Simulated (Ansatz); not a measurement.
C2H7InS (`[CH3][In]([CH3])[SH]`). Total charge 0; spin multiplicity 1. In takes the def2 core potential. All single points use the PBE0-D4/def2-TZVP geometry. It is one conformer, not always the lowest.

```xyz
11

C    -1.245   -0.817   -1.564
In    0.124   -0.266   -0.006
C     0.333    1.539    1.138
S     1.721   -1.997    0.505
H    -1.407   -1.895   -1.552
H    -2.200   -0.304   -1.449
H    -0.819   -0.542   -2.531
H     1.088    2.174    0.671
H     0.660    1.302    2.151
H    -0.606    2.091    1.181
H     2.349   -1.285    1.455
```

Q: What is the dipole moment at ωB97M-V/def2-TZVPP? (An estimate is asked.)

A: Computed: 2.49 D, with components (-1.33, 2.11, -0.10) D in this frame, pointing from negative to positive charge.

Q: And with PBE, r2SCAN, B3LYP? (Best estimate.)

A: The calculation gave: PBE 2.38 D, r2SCAN 2.50 D, B3LYP 2.45 D.

Q: Give the Mulliken charges with ωB97M-V, r2SCAN, B3LYP in def2-TZVPP. (Best estimate.)

A: The calculation gave: 
```json
{"atom": "C1", "ωB97M-V": "-0.59", "r2SCAN": "-0.45", "B3LYP": "-0.56"}
{"atom": "In2", "ωB97M-V": "0.67", "r2SCAN": "0.70", "B3LYP": "0.76"}
{"atom": "C3", "ωB97M-V": "-0.59", "r2SCAN": "-0.45", "B3LYP": "-0.55"}
{"atom": "S4", "ωB97M-V": "-0.40", "r2SCAN": "-0.42", "B3LYP": "-0.42"}
{"atom": "H5", "ωB97M-V": "0.14", "r2SCAN": "0.09", "B3LYP": "0.12"}
{"atom": "H6", "ωB97M-V": "0.13", "r2SCAN": "0.08", "B3LYP": "0.11"}
{"atom": "H7", "ωB97M-V": "0.13", "r2SCAN": "0.08", "B3LYP": "0.11"}
{"atom": "H8", "ωB97M-V": "0.13", "r2SCAN": "0.09", "B3LYP": "0.11"}
{"atom": "H9", "ωB97M-V": "0.13", "r2SCAN": "0.09", "B3LYP": "0.11"}
{"atom": "H10", "ωB97M-V": "0.13", "r2SCAN": "0.09", "B3LYP": "0.11"}
{"atom": "H11", "ωB97M-V": "0.11", "r2SCAN": "0.11", "B3LYP": "0.10"}
```

B3LYP here is the variant with VWN-RPA as its local correlation; programs differ in this.
